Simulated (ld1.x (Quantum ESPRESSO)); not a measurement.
## Before and after: TM potential for Sn (Z = 50)

Sn, norm-conserving Troullier–Martins (Kleinman–Bylander form), made with ld1.x (Quantum ESPRESSO) 7.5 (LDA (PZ), scalar-relativistic). Core [Kr] 4d10, reference 5s1.75 5p2.25. Waves: 5p (bound): rc 2.00 bohr; 5s (bound): rc 1.60 bohr. Local part: the s channel. Core correction: none.

All-electron outer shells of the reference configuration (LDA (PZ), scalar-relativistic, ld1.x):

```tsv
shell	level (eV)	outermost node (bohr)	outermost maximum (bohr)
4p	-89.95	0.41	0.79
4d	-26.27	0.39	0.88
5s	-11.04	0.98	1.99
5p	-4.03	1.09	2.52
```

Change: local potential all-electron potential smoothed inside 1.90 bohr (lloc = -2).

Cutoffs: the cutoffs (Ry, on a coarse ladder) from which the occupation-weighted sum of valence levels, in a spherical-Bessel basis at the reference potential, stays within 10 and 1 mRy of its value at 400 Ry; they do not see the model core or the augmentation charge, which bear on the density cutoff. Errors are all-electron minus pseudo energies relative to the spin-unpolarised reference configuration.

Question: How do hardness, ghosts and transferability respond?

Answer: The potential gets neither clearly harder nor softer (35 Ry and 90 Ry → 35 Ry and 90 Ry); of the 9 tests that both files solve, the error grows in 2 and shrinks in 0 by more than 15 % and 0.3 meV (median size 52.9 → 55.9 meV); the range in which the p phases agree narrows (upper end at the end of the scan → 1.2); neither file shows a bound ghost.

```csv
quantity,base,changed
"cutoff, loose",35 Ry,35 Ry
"cutoff, tight",90 Ry,90 Ry
bound ghosts,none,none
"error for 5s2 5p2, meV [ΔE -1.74 eV]",+0.8,+0.9
"error for 5s2 5p1, meV [ΔE 5.35 eV]",+7.6,+8.8
"error for 5s2 5p0, meV [ΔE 19.62 eV]",+58,+64
"error for 5s1 5p2, meV [ΔE 13.09 eV]",+15,+20
"error for 5s1 5p3, meV [ΔE 5.33 eV]",+7.5,+8.0
"error for 5s0 5p4, meV [ΔE 12.66 eV]",+53,+56
"error for 5s1 5p0, meV [ΔE 51.07 eV]",+296,+313
"error for 5s1.75 5p2.25 (spin-polarised), meV [ΔE -0.75 eV]",+162,+162
"error for 5s2 5p2 (spin-polarised), meV [ΔE -2.22 eV]",+79,+79
s: phases at 2.21 bohr within 0.05 rad from the reference energy up to (Ry; the scan ends near 5),1.6,0.7
p: phases at 2.21 bohr within 0.05 rad from the reference energy up to (Ry; the scan ends near 5),to the end of the scan,1.2
```
